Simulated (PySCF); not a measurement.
Species: sum formula GeBrF₃ (charge 0, singlet). 
Geometry from a B3LYP-D3(BJ)/def2-TZVP (Ansatz) optimisation:
```
Ge
F 1 1.7117
F 1 1.7117 2 107.12
F 1 1.7117 2 107.12 3 114.65
Br 1 2.2555 2 111.73 3 -122.67
```

Dispersion corrections to the total energy (kcal/mol) from the dftd3 and dftd4 libraries through PySCF: D3(BJ) without and D4 with the three-body term, each with the damping fitted for the functional named.

```csv
functional,D3(BJ),D4
B2PLYP,-2.28,-2.04
LC-wPBE,-2.40,-3.35
HSE06,?,-2.36
TPSS,?,-3.97
PW6B95,-1.54,?
r2SCAN,-0.59,-0.65
BHLYP,-3.88,-4.21
```

Task: Some entries are withheld; supply them.

Result: 
- HSE06, D3(BJ): -1.75
- TPSS, D3(BJ): -2.93
- PW6B95, D4: -2.47
